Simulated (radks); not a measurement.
Values are calculated unless marked as measured or tabulated.
Numerical settings for the cadmium ion Cd41+, [He] 2s2 2p3. Code: a radial shooting solver on a logarithmic mesh with Libxc functionals. Model: scalar-relativistic Kohn-Sham, r2SCAN, spin-polarised, spherical densities, finite nucleus; open shells are filled with parallel spins first (spin-orbit coupling, left out, can overturn this in heavy ions); meta-GGA in the generalised Kohn-Sham scheme; Fermi nuclear charge, rms radius 4.6087 fm. The defaults (mesh step 0.008 in ln r, mesh end at 40 bohr or more with all orbitals vanishing there, Anderson mixing 0.5 over 9 steps, residual threshold near 1e-9 with the energy settled to 1e-9 hartree or 1e-11 of itself, here a cap of 97 iterations) give E = -3646.679 hartree and 2p at -6470.6 eV in 8 iterations. Run on one thread of a shared host, so times are rough (Arm Neoverse N1): 0.08 s of CPU time, 0.08 s wall, 8 iterations on 2189 mesh points. Changes against that run (0 stands for a change within the tolerance of the run):

setting	iterations	converged	E (mhartree)	e(2p) (meV)	CPU (s)
mesh step in ln r 0.12	97	no	-9.24e+06	-	0.16
mesh step in ln r 0.02	8	yes	+0.00654	0	0.04
mesh step in ln r 0.003	14	yes	0	0	0.29
mesh end (bohr) 3	8	yes	0	0	0.07
mesh end (bohr) 1	8	yes	0	0	0.07
residual threshold 1e-16	97	no	0	+0.00302	0.56
residual threshold 1e-05	8	yes	0	0	0.08
mixing 1.5	12	yes	0	0	0.1
linear mixing, mixing 0.5	25	yes	0	-0.0531	0.19
linear mixing, mixing 1	58	no	diverged	-	0.39
mixing history 3	9	yes	0	-0.00812	0.08
iteration cap 3	3	no	+6.65	-2.67e+03	0.03

No run marked as converged misses the energy by more than 1 mhartree. A mesh that ends early acts as a hard wall.
